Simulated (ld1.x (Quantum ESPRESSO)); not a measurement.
**What the settings do to the TM potential of Os (Z = 76)**

Base potential:

osmium (Os), norm-conserving Troullier–Martins (Kleinman–Bylander form), made with ld1.x (Quantum ESPRESSO) 7.5 (PBE, scalar-relativistic). Core [Xe] 4f14, reference 5d6 6s1 6p0 (charge +1). Waves: 6s (bound): rc 2.25 bohr; 6p (bound, empty): rc 2.70 bohr; 5d (bound): rc 2.00 bohr. Local part: all-electron potential smoothed inside 2.65 bohr (lloc = -2). Core correction: a·sin(br)/r model core inside 2.00 bohr.

Cutoffs, loose and tight: the cutoffs (Ry, on a coarse ladder) from which the occupation-weighted sum of valence levels, in a spherical-Bessel basis at the reference potential, stays within 10 and 1 mRy of its value at 400 Ry. They do not see the model core or the augmentation charge, which bear on the density cutoff. Test errors are all-electron minus pseudo excitation energies from the reference, over the configurations 5d6 6s2 6p0; 5d6 6s0 6p0; 5d5 6s0 6p0; 5d6 6s0 6p1; 5d5 6s2 6p0; 5d5 6s2 6p1; 5d4 6s0 6p0. A dash means not determined; rows that change the core or the reference have their own tests.

A true bound ghost makes a file unfit for plane-wave use even where its test errors are small: the radial tests pick states by their node count and pass the ghost by.

```csv
change,outcome,"cutoff, loose","cutoff, tight",bound ghosts,largest test error (meV)
base,generated,35 Ry,45 Ry,none,-521
"all radii but the core radius scaled by about 1.41 (s 3.16, p 3.80, d 2.82 bohr); local potential all-electron potential smoothed inside 3.72 bohr (lloc = -2)",generated,30 Ry,35 Ry,s,-818
reference 5d6 6s0 6p0,generated,35 Ry,45 Ry,none,-511
local potential the s channel,generated,35 Ry,45 Ry,none,-578
core correction a·sin(br)/r model core inside 2.44 bohr,generated,35 Ry,45 Ry,none,-353
wave 5d (bound): rc 2.00 bohr becomes 5d (bound): rc 1.62 bohr,generated,35 Ry,55 Ry,none,-521
```

Problem. What comes out with this change to the base: wave 6s (bound): rc 2.25 bohr becomes 6s (bound): rc 1.52 bohr?

Solution. outcome: generated; cutoff, loose: 100 Ry; cutoff, tight: 180 Ry; bound ghosts: s; largest test error (meV): -593.
